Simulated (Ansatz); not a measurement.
Gas-phase electronic energies from Ansatz, PBE0-D4/def2-TZVP geometries. CBS: MP2 limit from def2 TZ/QZ plus the TZ coupled-cluster correction, frozen cores. This one scheme is used for every species. Functionals use def2-TZVPP. HSE06 is defined as in plane-wave codes. Each species was taken in one conformer, which may not be the lowest.

Consider the ligand exchange at the Si–F bond: `O[SiH](F)[SiH2]F` + HCl → `O[SiH](Cl)[SiH2]F` + H–F.

**Question.** Is it downhill or uphill in electronic energy at CCSD(T)/CBS, and by how much? (Estimate.)

**Answer.** Computed: Uphill: ΔE = +0.39 eV.

**Question.** What do these levels give: BLYP-D4, B97M-V, PBE0-D4, r2SCANh-D4, HSE06-D4, ωB97M-V, BLYP, r2SCANh, r2SCAN0, LC-ωPBE, HF/def2-SVP, CCSD/def2-TZVPP? (Best estimate.)

**Answer.** Ansatz gave: BLYP-D4 0.44, B97M-V 0.46, PBE0-D4 0.33, r2SCANh-D4 0.41, HSE06-D4 0.33, ωB97M-V 0.43, BLYP 0.52, r2SCANh 0.42, r2SCAN0 0.41, LC-ωPBE 0.44, HF/def2-SVP 0.47, CCSD/def2-TZVPP 0.47 eV.

Largest T1 diagnostic among the species: 0.012.

In def2-TZVPP, CCSD(T) changes the Hartree–Fock value by −0.11 eV (the triples alone add −0.03 eV) and MP2 by −0.17 eV. At CCSD(T), def2-SVP lies +0.05 eV from the extrapolated value and def2-TZVPP +0.05 eV.
